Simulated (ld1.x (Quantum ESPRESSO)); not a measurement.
**Pseudopotential generation for Cl (Z = 17): PAW, PBE, scalar-relativistic.**

* Element: Cl (Z = 17)
* Generator: ld1.x (Quantum ESPRESSO) 7.5
* Type: PAW
* Functional: PBE
* Relativity: scalar-relativistic
* Frozen core: [Ne]
* Valence charge: 7
* Reference configuration: 3s1.75 3p5.25
* Partial waves: 3s (bound): rcut 1.15, rcutus 1.20 bohr; 3s channel at -1.15 Ry: rcut 1.15, rcutus 1.20 bohr; 3p (bound): rcut 0.95, rcutus 1.05 bohr; 3p channel at 0.05 Ry: rcut 0.95, rcutus 1.05 bohr; 3d channel at 0.15 Ry: rcut 0.75, rcutus 0.90 bohr; 3d channel at 1.55 Ry: rcut 0.75, rcutus 0.90 bohr
* Local potential: all-electron potential smoothed inside 0.95 bohr (lloc = -2)
* Core correction: Bessel-smoothed model core inside 0.65 bohr
* Augmentation charge: BESSEL, radius 0.70 bohr

Problem. Estimate the cutoffs (Ry, on a coarse ladder) from which the occupation-weighted sum of valence levels, in a spherical-Bessel basis at the reference potential, stays within 10 and 1 mRy of its value at 400 Ry.

Solution. 40 Ry and 70 Ry.

Problem. Does the potential have ghost states?

Solution. Ghost state, extra bound levels that the all-electron valence spectrum of the same l lacks: p at -8.0 eV. A true bound ghost makes a file unfit for plane-wave use.

Problem. Is the overlap operator S = 1 + Σ q|β⟩⟨β| positive definite (Bessel basis up to 400 Ry)?

Solution. Yes: its lowest eigenvalue is 0.50 (s channel).

Its largest configuration-test error is -1.8 meV (3s2 3p4). Test run stopped at test 3 of 7 (negative rho).
